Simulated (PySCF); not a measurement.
Species: C5H4F4O2.
Numbering: `[O:1]=[C:2]1[O:3][C@@H:4]([F:5])[C@@H:6]1[CH2:7][C:8]([F:9])([F:10])[F:11]` (hydrogens: H12 on C4; H13 on C6; H14, H15 on C7)

Cartesian coordinates in Å at the PBE0-D3(BJ)/def2-SVP level; atoms count from 1:
```
atom  x, y, z in Å
O1     2.6050   -1.3463   -0.6721
C2     1.9378   -0.3840   -0.5075
O3     2.3289    0.8662   -0.1192
C4     0.9816    1.3285   -0.0444
F5     0.7781    2.3524   -0.8850
C6     0.4597   -0.0236   -0.5358
C7    -0.4579   -0.8580    0.3274
C8    -1.8764   -0.3493    0.3125
F9    -1.9407    0.9106    0.7650
F10   -2.3830   -0.3531   -0.9232
F11   -2.6652   -1.0957    1.0810
H12    0.7236    1.6437    0.9782
H13    0.0806    0.0646   -1.5660
H14   -0.1194   -0.8800    1.3743
H15   -0.4666   -1.8961   -0.0358
```

Linear response at wB97X-D/def2-SVPD (PySCF, frozen core in the response, non-relativistic).

Static isotropic polarisability: 65.15 au (9.65 Å³), principal values 55.1, 67.5, 72.8 au.

(1) What is the polarisability at 1064 nm and at the sodium D line?

(2) What is the isotropic C6 coefficient between two such molecules, C6 = (3/π)∫α(iω)² dω?

(3) Which effective excitation energy ω̄ makes London's formula C6 = (3/4)α²ω̄ exact here?

(4) What molar refraction at the D line follows from R = (4π/3)·N_A·α′, with α′ the polarisability volume?

(5) What three-body coefficient follows from the one-pole estimate C9 = (3/4)·α·C6?

(6) What n − 1 at the D line would an ideal gas of it have at 273.15 K and 1 atm (2.6868 × 10¹⁹ cm⁻³), by n − 1 = 2π·N·α′?

(7) The lowest 10 singlets have (eV, f): 5.95, 0.001; 8.24, 0.054; 8.66, 0.042; 8.72, 0.075; 9.21, 0.014; 9.41, 0.002; 9.62, 0.010; 9.72, 0.026; 9.92, 0.010; 10.05, 0.001. What share of the static polarisability do they carry in the sum over states α = Σ f/ω²?

(8) How anisotropic is the static polarisability, by Δα² = ½[(α1 − α2)² + (α2 − α3)² + (α3 − α1)²]?

Results:

(1) 65.48 au at 1064 nm (+0.5 %), 66.24 au at 589.3 nm (+1.7 %). The rise at 589.3 nm is 3.32 times that at 1064 nm; a pure ω² law gives 3.26. The lowest singlet lies at 208 nm, shorter than both wavelengths.

(2) 2282 au (Eh·bohr⁶) by a ten-point quadrature over imaginary frequencies, which is 1360 eV·Å⁶ or 132 J·nm⁶/mol.

(3) ω̄ = 4·C6/(3α²) = 0.717 Eh = 19.5 eV. A one-pole form α(ω) = α/(1 − ω²/ω̄²) fitted to the 1064 nm value gives 16.5 eV.

(4) α′ = 9.82 Å³ gives R = 24.76 cm³/mol, for isolated, non-vibrating species.

(5) 112000 au. This is an estimate from the two numbers above, not a computed integral.

(6) 16.57 × 10⁻⁴, a formal value whether or not that pressure can be reached.

(7) 2.26 au, 3.5 % of α; the largest term, 0.73 au, is that of the state at 8.72 eV. Their oscillator strengths add up to 0.24. Higher states carry the rest.

(8) Δα = 15.7 au, or 0.24 of the isotropic value.

One conformer stands for the species.

wB97X-D is run here without its empirical dispersion term; that term would change no orbital, density or response property at a fixed geometry.
